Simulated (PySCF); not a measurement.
**V (vanadium, neutral): UHF calculation**

Configuration: [Ar] 3d2 4s2 5s1, 5s spin antiparallel (an excited configuration). All numbers are calculated (PySCF 2.14, the spin-free X2C one-electron Hamiltonian (Gaussian nucleus), in aug-cc-pVTZ-DK (8s7p5d3f2g, 93 functions)).

```
Total energy                        : -947.850959 hartree
One-electron energy                 : -1292.8011 hartree
Hartree (Coulomb) energy            : 389.1891 hartree
Exchange energy                     : -44.2390 hartree
⟨S²⟩                                : 1.7530
⟨L²⟩                                : 12.035
Sum of ⟨r⟩                          : 27.58 bohr
Sum of ⟨r²⟩                         : 121.5 bohr²
Langevin diamagnetic susceptibility : -96.2 ×10⁻⁶ cm³/mol
```

| shell | electrons | mean orbital energy (eV) | rms radius, mean of both spins (bohr) |
| --- | --- | --- | --- |
| 1s α | 1 | -5531.0 | 0.0768 |
| 1s β | 1 | -5531.0 | 0.0768 |
| 2s α | 1 | -669.72 | 0.332 |
| 2s β | 1 | -668.46 | 0.332 |
| 2p α | 3 | -558.15 | 0.303 |
| 2p β | 3 | -556.88 | 0.303 |
| 3s α | 1 | -100.50 | 1.00 |
| 3s β | 1 | -96.334 | 1.00 |
| 3p α | 3 | -67.725 | 1.09 |
| 3p β | 3 | -62.613 | 1.09 |
| 3d α | 2 | -23.934 | 1.34 |
| 4s α | 1 | -11.450 | 3.18 |
| 4s β | 1 | -11.059 | 3.18 |
| 5s β | 1 | -2.319 | 9.37 |

The outer electron is Rydberg-like, and this basis confines it to a smaller radius and binds it less than a complete one would. With the s spin flipped the determinant is a mixture of two multiplicities, not a spectroscopic state.

Densities and radii are taken from the X2C orbitals without a picture-change correction, which distorts them close to the nucleus.

Spin-orbit constants ζ (cm⁻¹) from the X2C one-electron operator on these orbitals: bare nucleus, nucleus screened by l(l+1)(2l+1)/3 electrons, and screened by the Breit-Pauli mean field of the electrons.

```csv
shell,bare,screened nucleus,mean field
2p,40780,37230,35620
3p,4723,4312,4098
3d,410.9,232.3,204.9
```
